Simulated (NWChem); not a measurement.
System: AlH₃S₂O; SMILES [OH][Al]([SH])[SH]

Here is an NWChem input.

```
start job
memory heap 200 mb stack 900 mb global 1100 mb
geometry units angstroms noautoz
  Al     0.406143    -0.072241    -0.008758
  O      2.085082    -0.309585    -0.013087
  H      2.782417     0.346382     0.010910
  S     -0.841570    -1.856883    -0.024234
  H      0.240716    -2.668027    -0.024181
  S     -0.480225     1.922420     0.009325
  H     -1.747110     1.451014     0.022407
end
basis spherical
  * library cc-pvdz
end
dft
  xc xtpss03 ctpss03
  iterations 150
  mulliken
end
task dft energy
```

Geometry: optimised at PBE0/def2-SVP.

Question: Predict the main results of this run. (TPSS/cc-pVDZ.) Quantities: basis functions; energy (Ha); highest occupied level (eV); orbital gap (eV); dipole (D).

Answer: 
```yaml
number_of_basis_functions: 83
energy (Ha): -1116.06
highest occupied level (eV): -6.36
orbital gap (eV): 5.40
dipole (D): 1.07
```
